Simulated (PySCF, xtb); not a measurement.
Si(F)(OH)2(SH) (FH₃O₂SSi), SMILES O[Si](F)(S)O. One conformer was computed; it need not be the lowest.

Harmonic wavenumbers (cm⁻¹) from GFN2-xTB run with xtb 6.7.1 at its own minimum, in rising order: 92, 159, 167, 209, 248, 272, 281, 291, 525, 722, 775, 813, 825, 934, 1009, 2483, 3646, 3679.

What does TPSSh-D3(BJ)/def2-SVP (PySCF) give at its own minimum? (An estimate is asked for; the answer gives what the named calculation found.)

73, 155, 191, 244, 287, 318, 331, 342, 527, 725, 782, 804, 860, 960, 989, 2697, 3825, 3841. Paired by order, the mean absolute difference is 52 cm⁻¹ and the zero-point energies are 24.5 and 25.7 kcal/mol.
